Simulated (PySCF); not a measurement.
[Ho(SH)4]−: from a saddle point downhill

PySCF 2.14.0, RKS PBE0, Ho lcecp-1-SVP with ECP56, S def2-SVP, H def2-SVP; non-relativistic Hamiltonian with scalar-relativistic core potentials where named; density fitting; no spin-orbit coupling. Relaxed within the symmetry of its start, the geometry (S4) is

```xyz
9

Ho    0.0000    0.0000    0.0000
S     1.5188    1.6577    1.3855
H     2.4362    0.6753    1.5548
S    -1.5188   -1.6577    1.3855
H    -2.4362   -0.6753    1.5548
S     1.6577   -1.5188   -1.3855
H     0.6753   -2.4362   -1.5548
S    -1.6577    1.5188   -1.3855
H    -0.6753    2.4362   -1.5548
```

and its lowest harmonic modes are -115, -35, 60, 61, 67, 73 cm⁻¹ (negative: unstable). It was moved along the lowest mode and relaxed again, within the group D2 that the move left.

**Question.** Where does it end, and how much lower?

**Answer.** In S4, 0.046 eV lower, after 20 steps:
```xyz
9

Ho    0.0000    0.0000    0.0019
S     1.4442    1.5726    1.5525
H     1.8124    0.4897    2.2787
S    -1.4442   -1.5726    1.5525
H    -1.8124   -0.4897    2.2787
S     1.5706   -1.4453   -1.5494
H     0.4874   -1.8087   -2.2777
S    -1.5706    1.4453   -1.5494
H    -0.4874    1.8087   -2.2777
```

**Question.** How do the contacts change?

**Answer.** 
```
    contact  saddle (Å)  end (Å)
Ho1–S2 (SH)       2.641    2.639
Ho1–S4 (SH)       2.641    2.639
Ho1–S6 (SH)       2.641    2.639
Ho1–S8 (SH)       2.641    2.639
```


No frequency check is given for the end, and other unstable modes may remain.

An lcecp potential fixes the number of 4f electrons, so in runs with it no electron can move into or out of that shell.

State: singlet in the valence, with the 4f electrons in the core potential.
